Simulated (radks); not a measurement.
The numbers below are computed, except where a source is named.
Spin polarisation of the 5p4 shell in Xe2+. Start: [Kr] 4d10 5s2 5p(up 2, down 2); electrons of 5p are moved from spin down to spin up, other shells keep equal spins. Level of theory: scalar-relativistic Kohn-Sham, PBE, spin-polarised, spherical densities, finite nucleus; Fermi nuclear charge, rms radius of each element as measured or else 0.836 A^(1/3) + 0.57 fm (a radial shooting solver on a logarithmic mesh with Libxc functionals).

moment (Bohr magnetons),E - E(0) (eV),e(5p up) (eV),e(5p down) (eV),5s down minus up (eV),4d down minus up (eV),4p down minus up (eV)
0,0.000,-26.632,-26.632,0.000,0.000,0.000
0.5,-0.051,-26.830,-26.420,0.396,0.067,0.045
1,-0.205,-27.014,-26.192,0.793,0.135,0.090
1.5,-0.462,-27.185,-25.948,1.194,0.203,0.136
2,-0.824,-27.344,-25.686,1.599,0.272,0.182

At moment 2 the spin-polarisation energy is -0.824 eV and the 5p exchange splitting 1.658 eV, that is 0.829 eV per Bohr magneton; E = -I m^2/4 would give I = 0.824 eV.
